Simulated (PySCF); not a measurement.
Scalar relativity in Cl⁺ (chlorine, charge +1)

[Ne] 3s2 3p4, high-spin 3P determinant; PBE calculated with PySCF 2.14 in dyall-av3z (19s12p3d2f, 84 functions), once non-relativistic with a point nucleus and once with spin-free X2C-1e and a Gaussian nucleus.

| shell | ε non-rel. (eV) | ε X2C (eV) | rms r non-rel. (bohr, spins averaged) | rms r X2C (bohr, spins averaged) | change of radius (%) |
| --- | --- | --- | --- | --- | --- |
| 1s α | -2753.6 | -2763.0 | 0.1060 | 0.1054 | -0.58 |
| 1s β | -2753.2 | -2762.6 | 0.1060 | 0.1054 | -0.58 |
| 2s α | -263.79 | -265.42 | 0.4863 | 0.4840 | -0.47 |
| 2s β | -263.45 | -265.08 | 0.4863 | 0.4840 | -0.47 |
| 2p α | -204.48 | -204.46 | 0.4546 | 0.4540 | -0.14 |
| 2p β | -204.01 | -203.99 | 0.4546 | 0.4540 | -0.14 |
| 3s α | -32.891 | -33.062 | 1.609 | 1.603 | -0.36 |
| 3s β | -30.368 | -30.537 | 1.609 | 1.603 | -0.36 |
| 3p α | -20.313 | -20.298 | 1.848 | 1.848 | -0.02 |
| 3p β | -18.363 | -18.347 | 1.848 | 1.848 | -0.02 |

The total energy goes from -459.4972 to -460.9248 hartree.

Ionisation energy, Cl⁺ [Ne] 3s2 3p4 (3P) → Cl²⁺ [Ne] 3s2 3p3 (4S) (eV):

```csv
method,non-relativistic,spin-free X2C,shift
UHF,22.586,22.571,-0.015
LDA,23.978,23.963,-0.015
PBE,23.842,23.826,-0.016
PBE0,23.836,23.821,-0.016
r2SCAN,23.802,23.789,-0.013
MP2 (valence),23.379,23.366,-0.013
SCS-MP2 (valence),23.466,23.454,-0.012
CCSD (valence),23.489,23.477,-0.013
CCSD(T) (valence),23.520,23.508,-0.013
```

Relativity contracts and stabilises s shells directly. The contracted s shells screen the nucleus better, so for spin-averaged p shells the direct and indirect effects partly cancel.
